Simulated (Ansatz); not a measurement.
Relaxation of the cluster Hg₃O₂ with RKS PBE-D4/def2-SVP.

```sh
$ ansatz run in.yaml --threads 4 --pin off --events-out ev --progress --plain --max-ram 4787MiB
```

```yaml
crystal:
  periodic: [false, false, false]
  atoms:
    - {symbol: Hg, position_ang: [-1.769040, -2.290670, 0.160370]}
    - {symbol: Hg, position_ang: [0.818050, -1.080770, 0.286730]}
    - {symbol: Hg, position_ang: [0.978310, 1.335250, 1.479700]}
    - {symbol: O, position_ang: [0.051340, 0.429610, -1.262730]}
    - {symbol: O, position_ang: [-0.078660, 1.606580, -0.664070]}
basis:
  gaussian: {orbitals: def2-SVP}
hamiltonian: {xc: pbe, dispersion: d4}
scf: {lower_state_search: "off"}
output: {orbitals: {seedname: orbitals}}
relax: {f_tol: 0.02, max_steps: 100}
```

Run time 1.8 min (4 threads of Intel Xeon on a shared host).

Positions (Å) and forces (eV/Å) at steps 1, 2, 3, 4, 5, 6, 7, 10, 13, 14, 15, 16, 17, 18, 19, 22 of 22:

```xyz
5
step=1 energy=-16617.0886 eV
Hg   -1.769   -2.291    0.160   -0.622   -0.294   -0.048
Hg    0.818   -1.081    0.287    0.765   -1.313   -0.154
Hg    0.978    1.335    1.480    0.186    1.185    0.826
O     0.051    0.430   -1.263   -0.366    1.365    0.122
O    -0.079    1.607   -0.664    0.037   -0.943   -0.747
5
step=2 energy=-16617.4167 eV
Hg   -1.838   -2.342    0.145   -0.462   -0.179   -0.035
Hg    0.872   -1.215    0.234    0.565   -0.154    0.084
Hg    1.006    1.507    1.568    0.032    0.141    0.118
O     0.025    0.442   -1.272   -0.190    1.407    0.598
O    -0.065    1.609   -0.675    0.055   -1.215   -0.765
5
step=3 energy=-16617.4850 eV
Hg   -1.898   -2.260    0.118   -0.265   -0.061   -0.030
Hg    1.038   -1.327    0.230    0.338   -0.021    0.055
Hg    0.991    1.564    1.608    0.031    0.073    0.117
O    -0.009    0.465   -1.240    0.144   -2.549   -1.357
O    -0.121    1.558   -0.715   -0.248    2.557    1.215
5
step=4 energy=-16617.5549 eV
Hg   -1.905   -2.280    0.112   -0.238   -0.051   -0.031
Hg    1.041   -1.337    0.237    0.262    0.078    0.013
Hg    1.001    1.577    1.620    0.000    0.028    0.007
O    -0.032    0.450   -1.251   -0.034   -0.218   -0.114
O    -0.106    1.589   -0.717    0.011    0.162    0.126
5
step=5 energy=-16617.5960 eV
Hg   -1.966   -2.160    0.002   -0.078   -0.010   -0.012
Hg    1.203   -1.322    0.268    0.078    0.003   -0.001
Hg    1.034    1.622    1.603   -0.005    0.005   -0.023
O    -0.106    0.355   -1.194    0.031   -0.021    0.023
O    -0.165    1.506   -0.678   -0.026    0.023    0.013
5
step=6 energy=-16617.5864 eV rejected
Hg   -1.998   -2.096   -0.052   -0.027   -0.005   -0.006
Hg    1.291   -1.357    0.297    0.009    0.084    0.005
Hg    1.044    1.627    1.543    0.012    0.090    0.089
O    -0.081    0.334   -1.127   -0.134   -0.173   -0.290
O    -0.256    1.492   -0.660    0.139    0.003    0.203
5
step=7 energy=-16617.6021 eV
Hg   -2.004   -2.146   -0.024   -0.038   -0.001   -0.007
Hg    1.253   -1.326    0.268    0.036    0.015    0.001
Hg    1.042    1.646    1.593   -0.003   -0.003   -0.016
O    -0.105    0.337   -1.175    0.014   -0.004    0.010
O    -0.186    1.488   -0.662   -0.009   -0.007    0.012
5
step=10 energy=-16617.6058 eV
Hg   -2.069   -2.086   -0.065    0.003    0.005    0.003
Hg    1.354   -1.307    0.268    0.003   -0.004    0.001
Hg    1.044    1.665    1.572    0.001    0.000    0.012
O    -0.092    0.296   -1.153    0.001   -0.047   -0.029
O    -0.236    1.432   -0.622   -0.009    0.046    0.014
5
step=13 energy=-16617.6071 eV
Hg   -2.058   -2.005   -0.015   -0.001    0.003    0.007
Hg    1.399   -1.309    0.238   -0.004    0.008   -0.006
Hg    0.980    1.623    1.602   -0.011   -0.005   -0.008
O    -0.065    0.286   -1.190   -0.006    0.090    0.037
O    -0.256    1.406   -0.635    0.022   -0.096   -0.030
5
step=14 energy=-16617.6077 eV
Hg   -2.051   -1.837    0.087    0.003    0.010    0.014
Hg    1.501   -1.298    0.175   -0.024    0.025   -0.020
Hg    0.847    1.530    1.655   -0.030   -0.020   -0.050
O    -0.003    0.262   -1.264   -0.118    0.594    0.351
O    -0.295    1.344   -0.653    0.170   -0.608   -0.295
5
step=15 energy=-16617.6113 eV
Hg   -2.041   -1.831    0.106    0.005    0.015    0.011
Hg    1.491   -1.290    0.177   -0.008    0.003   -0.021
Hg    0.833    1.499    1.641   -0.029    0.017   -0.002
O     0.017    0.275   -1.268   -0.116    0.392    0.193
O    -0.300    1.346   -0.656    0.148   -0.427   -0.181
5
step=16 energy=-16617.6248 eV
Hg   -2.002   -1.686    0.238    0.004    0.023    0.010
Hg    1.548   -1.293    0.104    0.007   -0.001   -0.013
Hg    0.671    1.392    1.680   -0.015   -0.003    0.012
O     0.086    0.287   -1.337   -0.028    0.101    0.056
O    -0.304    1.299   -0.685    0.032   -0.119   -0.065
5
step=17 energy=-16617.6320 eV
Hg   -1.964   -1.579    0.345   -0.001    0.023    0.008
Hg    1.585   -1.277    0.055    0.018   -0.017   -0.011
Hg    0.544    1.284    1.707   -0.016    0.001   -0.004
O     0.127    0.288   -1.385   -0.065    0.211    0.133
O    -0.293    1.284   -0.722    0.063   -0.218   -0.127
5
step=18 energy=-16617.6266 eV rejected
Hg   -1.929   -1.422    0.458   -0.009   -0.007   -0.001
Hg    1.665   -1.332   -0.025   -0.050    0.103    0.002
Hg    0.394    1.215    1.735    0.014   -0.047   -0.027
O     0.227    0.322   -1.434   -0.395    0.547    0.481
O    -0.357    1.217   -0.734    0.439   -0.596   -0.456
5
step=19 energy=-16617.6379 eV
Hg   -1.963   -1.492    0.391    0.001    0.013    0.008
Hg    1.642   -1.269    0.025    0.009   -0.008   -0.008
Hg    0.480    1.228    1.719   -0.011   -0.003    0.002
O     0.155    0.286   -1.404   -0.017    0.063    0.040
O    -0.314    1.247   -0.731    0.017   -0.065   -0.041
5
step=22 energy=-16617.6403 eV
Hg   -1.963   -1.410    0.456   -0.002   -0.001    0.002
Hg    1.696   -1.256   -0.010    0.002    0.000    0.000
Hg    0.400    1.158    1.730   -0.001   -0.001   -0.001
O     0.189    0.287   -1.427   -0.001    0.003    0.002
O    -0.322    1.221   -0.749    0.002   -0.001   -0.003
```

In the def2 sets Hg takes a core potential; there is no spin–orbit coupling. An occupied level lies above an empty one. The structure comes from a short search, and lower isomers may exist.
